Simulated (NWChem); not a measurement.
System: BHClF; SMILES FBCl

Output (shortened):

```
             Northwest Computational Chemistry Package (NWChem) 7.3.0
             --------------------------------------------------------

                             Geometry "geometry" -> ""
                             -------------------------

 Output coordinates in angstroms (scale by  1.889725989 to convert to a.u.)

  No.       Tag          Charge          X              Y              Z
 ---- ---------------- ---------- -------------- -------------- --------------
    1 B                    5.0000    -0.53514900    -0.55715400     0.00000000
    2 H                    1.0000    -1.72215700    -0.74652300     0.00000000
    3 F                    9.0000     0.29475000    -1.57248400     0.00000000
    4 Cl                  17.0000     0.11669300     1.06162100     0.00000000

 Effective nuclear repulsion energy (a.u.)      82.4760267378

  xc_inp: hfexch multiplicative factor not found.
                              NWChem Property Module
                              ----------------------

  itol2e modified to match energy
  convergence criterion.

                                 NWChem DFT Module
                                 -----------------

 Summary of "ao basis" -> "ao basis" (spherical)
 ------------------------------------------------------------------------------
       Tag                 Description            Shells   Functions and Types
 ---------------- ------------------------------  ------  ---------------------
 B                          cc-pvtz                 10       30   4s3p2d1f
 H                          cc-pvtz                  6       14   3s2p1d
 F                          cc-pvtz                 10       30   4s3p2d1f
 Cl                         cc-pvtz                 12       34   5s4p2d1f

  itol2e modified to match energy
  convergence criterion.

            General Information
            -------------------
          SCF calculation type: DFT
          Wavefunction type:  closed shell.
          No. of atoms     :     4
          No. of electrons :    32
           Alpha electrons :    16
            Beta electrons :    16
          Charge           :     0
          Spin multiplicity:     1
          Use of symmetry is: off; symmetry adaption is: off
          Maximum number of iterations: 150
          AO basis - number of functions:   108
                     number of shells:    38
          Convergence on energy requested:  1.00D-07
          Convergence on density requested:  1.00D-05
          Convergence on gradient requested:  5.00D-04

              XC Information
              --------------
                     Hartree-Fock (Exact) Exchange  1.000

      Superposition of Atomic Density Guess
      -------------------------------------

 Sum of atomic energies:        -583.93264205

      Non-variational initial energy
      ------------------------------

 Total energy =    -584.660382
 1-e energy   =    -970.801716
 2-e energy   =     303.665308
 HOMO         =      -0.419222
 LUMO         =       0.032865

   convergence    iter        energy       DeltaE   RMS-Dens  Diis-err
 ---------------- ----- ----------------- --------- --------- ---------
 d= 0,ls=0.0,diis     1   -584.3214991615 -6.67D+02  3.23D-03  3.77D-01
 d= 0,ls=0.0,diis     2   -584.3597508684 -3.83D-02  9.50D-04  1.28D-01
 d= 0,ls=0.0,diis     3   -584.3699677453 -1.02D-02  3.71D-04  2.92D-03
 d= 0,ls=0.0,diis     4   -584.3705229531 -5.55D-04  1.09D-04  2.83D-04
 d= 0,ls=0.0,diis     5   -584.3705778426 -5.49D-05  3.36D-05  1.92D-05
  Resetting Diis
 d= 0,ls=0.0,diis     6   -584.3705832939 -5.45D-06  1.22D-05  1.50D-06
 d= 0,ls=0.0,diis     7   -584.3705838735 -5.80D-07  2.04D-06  8.93D-08
 d= 0,ls=0.0,diis     8   -584.3705839034 -2.99D-08  1.28D-06  1.97D-08

         Total DFT energy =     -584.370583903441
      One electron energy =     -972.189037549822
           Coulomb energy =      347.307536896870
    Exchange-Corr. energy =      -41.965109988281
 Nuclear repulsion energy =       82.476026737792

 Numeric. integr. density =        0.000000000000

                       DFT Final Molecular Orbital Analysis
                       ------------------------------------

 Vector   14  Occ=2.000000D+00  E=-5.338168D-01
              MO Center= -4.3D-01,  1.5D-02,  4.8D-15, r^2= 2.5D+00
   Bfn.  Coefficient  Atom+Function         Bfn.  Coefficient  Atom+Function
  ----- ------------  ---------------      ----- ------------  ---------------
    84      0.384571  4 Cl py                90      0.194539  4 Cl py
     8     -0.184857  1 B  px                32      0.173734  2 H  s
    87      0.172297  4 Cl py                52      0.151701  3 F  px
    33      0.149116  2 H  s                  5     -0.139219  1 B  px
    53      0.135430  3 F  py                49      0.123489  3 F  px

 Vector   15  Occ=2.000000D+00  E=-4.937109D-01
              MO Center=  7.4D-02,  9.1D-01, -5.9D-15, r^2= 1.4D+00
   Bfn.  Coefficient  Atom+Function         Bfn.  Coefficient  Atom+Function
  ----- ------------  ---------------      ----- ------------  ---------------
    85      0.545541  4 Cl pz                91      0.323799  4 Cl pz
    88      0.240637  4 Cl pz                10      0.074347  1 B  pz
    54     -0.073930  3 F  pz                57     -0.062456  3 F  pz
    51     -0.060303  3 F  pz                 7      0.048880  1 B  pz
    20      0.032725  1 B  d -1

 Vector   16  Occ=2.000000D+00  E=-4.740992D-01
              MO Center= -5.8D-02,  7.8D-01,  9.6D-16, r^2= 1.8D+00
   Bfn.  Coefficient  Atom+Function         Bfn.  Coefficient  Atom+Function
  ----- ------------  ---------------      ----- ------------  ---------------
    83      0.520841  4 Cl px                89      0.316854  4 Cl px
    86      0.232777  4 Cl px                84     -0.130659  4 Cl py
    32      0.122136  2 H  s                 33      0.095258  2 H  s
    90     -0.083131  4 Cl py                31      0.074532  2 H  s
     8     -0.068093  1 B  px                 5     -0.064407  1 B  px

 Vector   17  Occ=0.000000D+00  E= 9.618628D-02
              MO Center= -6.2D-01, -4.6D-01, -1.5D-14, r^2= 3.3D+00
   Bfn.  Coefficient  Atom+Function         Bfn.  Coefficient  Atom+Function
  ----- ------------  ---------------      ----- ------------  ---------------
    13      0.821620  1 B  pz                91     -0.387218  4 Cl pz
    10      0.300208  1 B  pz                57     -0.225451  3 F  pz
     7      0.216111  1 B  pz                85     -0.137445  4 Cl pz
    54     -0.124848  3 F  pz                51     -0.114996  3 F  pz
    88     -0.088472  4 Cl pz                20      0.048043  1 B  d -1

 Vector   18  Occ=0.000000D+00  E= 1.855895D-01
              MO Center= -5.2D-01,  8.4D-02, -7.5D-14, r^2= 6.8D+00
   Bfn.  Coefficient  Atom+Function         Bfn.  Coefficient  Atom+Function
  ----- ------------  ---------------      ----- ------------  ---------------
     4      2.466640  1 B  s                 79     -2.361946  4 Cl s
    12      1.606984  1 B  py                90      1.021267  4 Cl py
    33     -0.680651  2 H  s                 89      0.484831  4 Cl px
     9      0.396056  1 B  py                11      0.385227  1 B  px
    23     -0.321738  1 B  d  2              19      0.214613  1 B  d -2

 Vector   19  Occ=0.000000D+00  E= 2.021917D-01
              MO Center= -4.7D-01, -1.1D+00,  6.6D-13, r^2= 4.9D+00
   Bfn.  Coefficient  Atom+Function         Bfn.  Coefficient  Atom+Function
  ----- ------------  ---------------      ----- ------------  ---------------
     4      1.420541  1 B  s                 12     -0.975573  1 B  py
    33     -0.722385  2 H  s                 48     -0.530274  3 F  s
    11      0.490298  1 B  px                90      0.341375  4 Cl py
     8     -0.321757  1 B  px                32     -0.299593  2 H  s
    89     -0.172899  4 Cl px                 9      0.168692  1 B  py

     Multipole analysis of the density
     ---------------------------------

     L   x y z        total         alpha         beta         nuclear
     -   - - -        -----         -----         ----         -------
     0   0 0 0     -0.000000    -16.000000    -16.000000     32.000000

     1   1 0 0     -0.374184     -0.412564     -0.412564      0.450943
     1   0 1 0     -0.026174     -0.355985     -0.355985      0.685797
     1   0 0 1     -0.000000     -0.000000     -0.000000      0.000000

     2   2 0 0    -17.698376    -18.510949    -18.510949     19.323523
     2   1 1 0      0.961926     -0.788637     -0.788637      2.539200
     2   1 0 1      0.000000      0.000000      0.000000      0.000000
     2   0 2 0    -19.101387    -87.263157    -87.263157    155.424926
     2   0 1 1      0.000000      0.000000      0.000000      0.000000
     2   0 0 2    -16.711736     -8.355868     -8.355868      0.000000

          -----------------------
          Electric field gradient
          -----------------------

 1 a.u. = 0.324123 10**(16) esu/cm**3  ( or statvolts/cm**2 ) = 0.97174 10**(22) v/m**2

 ------------------------------------------------------------
   Atom      X         Y         Z
 ------------------------------------------------------------
    1 B   -1.01128  -1.05287   0.00000
 ------------------------------------------------------------

 Electric field gradient in molecular frame (a.u.)
         XX             YY             ZZ             XY             XZ             YZ
 ------------------------------------------------------------------------------------------
        0.320893       0.108441      -0.429334       0.012220      -0.000000      -0.000000

 Principal components (a.u.) and orientation
 of principal axis w.r.t. absolute frame                      Asymmetry parameter eta
 --------------------------------------------------------------------------------------
       -0.429334       0.321594       0.107740                       0.498106

        0.000000       0.998361      -0.057238
        0.000000       0.057238       0.998361
        1.000000       0.000000       0.000000

 ------------------------------------------------------------
   Atom      X         Y         Z
 ------------------------------------------------------------
    2 H   -3.25440  -1.41072   0.00000
 ------------------------------------------------------------

 Electric field gradient in molecular frame (a.u.)
         XX             YY             ZZ             XY             XZ             YZ
 ------------------------------------------------------------------------------------------
       -0.180653       0.088671       0.091982      -0.041965       0.000000       0.000000

 Principal components (a.u.) and orientation
 of principal axis w.r.t. absolute frame                      Asymmetry parameter eta
 --------------------------------------------------------------------------------------
       -0.187041       0.095058       0.091982                       0.016446

        0.988614      -0.150471       0.000000
        0.150471       0.988614       0.000000
        0.000000       0.000000       1.000000

 ------------------------------------------------------------
   Atom      X         Y         Z
 ------------------------------------------------------------
    3 F    0.55700  -2.97156   0.00000
 ------------------------------------------------------------

 Electric field gradient in molecular frame (a.u.)
         XX             YY             ZZ             XY             XZ             YZ
 ------------------------------------------------------------------------------------------
        0.242217      -0.354175       0.111958       1.270208       0.000000      -0.000000

 Principal components (a.u.) and orientation
 of principal axis w.r.t. absolute frame                      Asymmetry parameter eta
 --------------------------------------------------------------------------------------
       -1.360720       1.248762       0.111958                       0.835443

       -0.621069       0.783756       0.000000
        0.783756       0.621069       0.000000
        0.000000       0.000000       1.000000

 ------------------------------------------------------------
   Atom      X         Y         Z
 ------------------------------------------------------------
    4 Cl   0.22052   2.00617   0.00000
 ------------------------------------------------------------

 Electric field gradient in molecular frame (a.u.)
         XX             YY             ZZ             XY             XZ             YZ
 ------------------------------------------------------------------------------------------
        1.008081      -1.408750       0.400670      -1.158533       0.000000      -0.000000

 Principal components (a.u.) and orientation
 of principal axis w.r.t. absolute frame                      Asymmetry parameter eta
 --------------------------------------------------------------------------------------
       -1.874392       1.473722       0.400670                       0.572480

        0.372929       0.927860       0.000000
        0.927860      -0.372929       0.000000
        0.000000       0.000000       1.000000
```

Level: Hartree-Fock/cc-pVTZ. Structure relaxed at the PBE0/def2-SVP level. NWChem prints the field gradient with the sign opposite to the second derivative of the potential.

Task: Which NWChem input produces such a log?

Result: This is not unique; one that fits is the input that was run:
```
start job
memory heap 200 mb stack 900 mb global 1100 mb
geometry units angstroms noautosym nocenter noautoz
  B     -0.535149    -0.557154     0.000000
  H     -1.722157    -0.746523     0.000000
  F      0.294750    -1.572484     0.000000
  Cl     0.116693     1.061621     0.000000
end
basis spherical
  * library cc-pvtz
end
dft
  xc hfexch
  iterations 150
end
property
  efieldgrad
end
task dft property
```
